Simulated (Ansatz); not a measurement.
Several settings on one geometry of SiH2MeI (CH₅ISi) (that of the charge 0 singlet, r2SCAN-D4/def2-TZVP). Ansatz on 4 threads of Intel Xeon on a shared host; times are rough.

Cartesian coordinates in Å:
```
Si 0.473 -0.606 0.343
H 0.459 -0.661 1.824
H 1.874 -0.667 -0.138
C -0.405 0.906 -0.295
H 0.092 1.808 0.076
H -1.444 0.923 0.039
H -0.395 0.931 -1.386
I -0.654 -2.634 -0.463
```

Totals from different functionals, basis sets or treatments of relativity can't be compared as stabilities.

In the def2 sets I takes a core potential; there is no spin–orbit coupling.

The spins typed aren't always the lowest for that charge.

Problem. Give the basis size and estimate the energy, ⟨S²⟩, dipole and time of these runs.

```csv
run,method,charge,state,further keys
1,ROKS r2SCANh-D3(BJ)-ATM/def2-TZVP,-1,doublet,–
2,RKS PBEsol-D3(BJ)/def2-TZVP,0,singlet,forces asked
3,RKS B97/STO-3G,0,singlet,scf: {omitted_lower_state_checks: [starts]}; forces asked
```

Solution. 
| run | functions | energy (Eh) | ⟨S²⟩ | dipole (D) | wall time |
| --- | --- | --- | --- | --- | --- |
| 1 | 148 | -628.3947 | – | – | 6 s |
| 2 | 148 | -627.1514 | – | 1.91 | 1.2 s |
| 3 | 46 | -7179.5023 | – | 2.65 | 1.2 s |

The highest occupied level of an anion often lies above zero with these methods, and sets without diffuse functions describe the outer electron poorly.
